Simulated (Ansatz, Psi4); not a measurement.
Ansatz (a quantum-chemistry and plane-wave program) was given this input:
Ansatz 0.2 input:
```yaml
crystal:
  periodic: [false, false, false]
  atoms:
    - {symbol: Sr, position_ang: [0.29122395, -0.61094818, 0.12088586]}
    - {symbol: Cl, position_ang: [1.08031446, 1.07365832, -1.54654975]}
    - {symbol: Cl, position_ang: [-1.73128564, 0.29199055, 1.27633429]}
basis:
  gaussian:
    orbitals: def2-TZVP
hamiltonian:
  xc: {name: wB97X-V}
accuracy: high
```

**Question.** Write the same job for Psi4.

**Answer.** Several could match; the one computed here: 
```
memory 2 GB

molecule mol {
0 1
  Sr    0.291224   -0.610948    0.120886
  Cl    1.080314    1.073658   -1.546550
  Cl   -1.731286    0.291991    1.276334
}

set basis def2-tzvp
set reference rks
set scf_type pk
set puream true
set d_convergence 1e-8
set dft_radial_points 99
set dft_spherical_points 590

energy('wb97x-v')
print_variables()
```

Both were run: Ansatz gave -951.156943 Eh and Psi4 -951.156952 Eh, 0.008 mEh apart.
